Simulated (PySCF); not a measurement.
Compound: C₄H₁₁ClGe.
Atom-mapped SMILES: `[CH3:1][C:2]([CH3:3])([CH3:4])[GeH2:5][Cl:6]` (hydrogens: H7, H8, H9 on C1; H10, H11, H12 on C3; H13, H14, H15 on C4; H16, H17 on Ge5)

A GFN2-xTB structure was refined with PBE0-D3(BJ)/def2-SVP geometry optimisation, gas phase in PySCF. Its GFN2-xTB values:

```json
{"coordinate": "C1–C2", "GFN2-xTB": "1.525 Å"}
{"coordinate": "C1–H7", "GFN2-xTB": "1.090 Å"}
{"coordinate": "C2–Ge5", "GFN2-xTB": "2.029 Å"}
{"coordinate": "Ge5–Cl6", "GFN2-xTB": "2.109 Å"}
{"coordinate": "Ge5–H16", "GFN2-xTB": "1.522 Å"}
{"coordinate": "C1–C2–C3", "GFN2-xTB": "109.9°"}
{"coordinate": "C1–C2–Ge5", "GFN2-xTB": "108.5°"}
{"coordinate": "C2–Ge5–Cl6", "GFN2-xTB": "111.4°"}
{"coordinate": "C3–C2–C4", "GFN2-xTB": "110.1°"}
{"coordinate": "C3–C2–Ge5", "GFN2-xTB": "109.2°"}
{"coordinate": "C1–C2–Ge5–Cl6", "GFN2-xTB": "180°"}
```

Question: How do these coordinates change at the PBE0-D3(BJ)/def2-SVP level?

Answer: 
| coordinate | PBE0-D3(BJ)/def2-SVP (Å or °) | change |
| --- | --- | --- |
| Ge5–Cl6 | 2.177 | +0.068 |
| C2–Ge5 | 1.971 | -0.058 |
| Ge5–H16 | 1.541 | +0.019 |
| C1–H7 | 1.104 | +0.014 |
| C1–C2 | 1.528 | +0.003 |
| C2–Ge5–Cl6 | 107.2 | -4.2 |
| C1–C2–Ge5 | 107.3 | -1.2 |
| C1–C2–C3 | 110.8 | +0.9 |
| C3–C2–Ge5 | 108.6 | -0.6 |
| C3–C2–C4 | 110.5 | +0.4 |
| C1–C2–Ge5–Cl6 | -177 | +3 |

The energy falls by 0.133 eV over 8 energy and gradient evaluations, the largest force component goes from 0.0229 to 3.4e-04 Eh/bohr, and the atoms move by 0.067 Å rms after alignment. The bond that changes most is Ge5–Cl6 (ends: germanium bonded to C, Cl and 2 H; chlorine bonded to Ge), which lengthens by 0.068 Å. Bonds longer at the end by more than 0.005 Å: 12 of 16; shorter: 1. Rotational constants go from 2967, 1252, 1103 to 2836, 1311, 1133 MHz.

The run used 161 basis functions and 49 SCF cycles in all. The run took 70 s wall on an x86-64 server with one thread, no GPU (shared host).

Stationary, but not proved a minimum.

The values belong to the conformer `[CH3:1][C:2]([CH3:3])([CH3:4])[GeH2:5][Cl:6]`: C1–C2–Ge5–Cl6 -177°.
